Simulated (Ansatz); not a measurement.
Reaction (cleavage of the Si–Sn bond): `[F][Sn]([F])([F])[SiH3]` + `[OH][Ga]([F])[F]` → `[F][Ga]([F])[O][SiH3]` + `[F][SnH]([F])[F]`

Isolated molecules relaxed with PBE0-D4/def2-TZVP in Ansatz; ΔE leaves out vibrations. CCSD(T)/CBS adds triple-zeta CCSD(T) − MP2 to the extrapolated MP2 energy (def2 sets, frozen cores). Functionals use def2-TZVPP. B3LYP here is the variant with VWN-RPA as its local correlation; programs differ in this. def2 core potentials past Kr. For Ga, Sn outer-core shells are correlated without core-valence functions, which leaves a few kJ/mol of doubt a bond. Scalar relativity is left out up to krypton. Each species was taken in one conformer, which may not be the lowest.

`[F][Sn]([F])([F])[SiH3]`:

Cartesian coordinates in Å:
```
F 0.604 -2.511 -0.289
Sn 0.318 -0.709 -0.828
F 1.947 -0.244 -1.695
F -0.917 -0.870 -2.267
Si -0.400 0.887 1.041
H 0.689 0.877 2.042
H -0.572 2.215 0.411
H -1.669 0.355 1.585
```

`[OH][Ga]([F])[F]`:

Cartesian coordinates in Å:
```
O -1.103 0.716 -0.317
Ga 0.415 -0.020 0.177
F 1.649 0.922 0.936
F 0.745 -1.708 -0.070
H -1.706 0.090 -0.726
```

`[F][Ga]([F])[O][SiH3]`:

Cartesian coordinates in Å:
```
F 2.048 0.519 -1.634
Ga 1.677 0.515 0.059
F 2.936 0.971 1.150
O 0.100 0.071 0.657
Si -1.358 -0.410 0.067
H -1.209 -1.644 -0.748
H -1.952 0.659 -0.778
H -2.242 -0.680 1.227
```

`[F][SnH]([F])[F]`:

Cartesian coordinates in Å:
```
F 0.111 -1.645 0.832
Sn -0.070 -0.007 -0.096
F 1.700 0.534 -0.483
F -0.684 1.224 1.201
H -1.057 -0.106 -1.454
```

```tsv
level	ΔE (kJ/mol)
B3LYP-D4	-42.5
r2SCANh	-43.3
```

(1) What does CCSD(T)/CBS give? (An estimate is asked.)

Largest T1 diagnostic among the species: 0.015.

Results:

(1) Computed: -46.3 kJ/mol. The listed levels differ from it by 3.8, 3.0 kJ/mol.

From r2SCAN to r2SCAN0 (25 % exact exchange), in def2-TZVPP and without D4, ΔE moves by −5.2 kJ/mol. Leaving LDA and LC-ωPBE aside and taking each functional with its dispersion term where it has one, the values, not all of them listed here, spread over 35.2 kJ/mol, from BHLYP-D4 to PBE-D4. LDA lies −3.9 kJ/mol from PBE without D4.
